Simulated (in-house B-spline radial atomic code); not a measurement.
The numbers below are computed, except where a source is named.
## Two electrons in InAs: a parabolic dot with ħω = 1.94 meV in all three directions with an ionised donor at its centre

For InAs the NSM archive of the Ioffe Institute lists m* = 0.023 m0 and ε = 15.15. Real donors also feel a central-cell potential, which shifts the ground state. In so narrow a gap the band flattens within tens of meV, so real spacings are smaller, by up to some tenths.

Effective-mass model with parabolic bands, a uniform dielectric constant, no image charges, no central-cell or spin-orbit terms. Two-electron levels come from full CI in B-splines with partial waves to l = 5 (up to 0.001 effective hartree above the limit).

(1) What are the effective units, and what is the potential in them?

In these units the lowest s and p orbitals lie at -0.0853 and 1.1018, and their Coulomb and exchange integrals are J_ss = 0.9224, J_sp = 0.6542 and K_sp = 0.1064. Full CI gives 0.6604 for the ground singlet, 1.5427 for the sp triplet, 1.7070 for the sp singlet and 2.0454 for the lowest triplet of two s orbitals.

(2) What does it cost to add the second electron, to first order and exactly?

(3) How far above the singlet do the triplets lie?

## Answers

(1) Ha* = 27211.386 meV × 0.023/15.15² = 2.727 meV and a* = 0.0529177 nm × 15.15/0.023 = 34.86 nm. The frequency is ω = 0.71 Ha*, with −1/r added.

(2) To first order E = 2ε_s + J_ss = 0.7518, so the charging energy E(2) − 2E(1) is J_ss = 2.515 meV. CI gives 0.6604 − 2 × (-0.0853) = 0.8310, or 2.266 meV: relaxation and correlation lower it by 0.2491 meV, 9.9 % of J_ss. The s² configuration of one-electron orbitals holds 96.2 % of the state, and the mean radius is 38.6 nm.

(3) To first order the sp triplet lies at ε_s + ε_p + J_sp − K_sp = 1.5643, which is 2.216 meV above 2ε_s + J_ss. CI gives 1.5427 − (0.6604) = 0.8823, or 2.406 meV, 74 % of the orbital spacing of 3.237 meV. The ss triplet lies 3.777 meV up, so the lower of the two is the sp one, and its gap equals k_BT at 27.9 K. The sp singlet-triplet splitting is 0.4479 meV, against 2K_sp = 0.5804 meV.
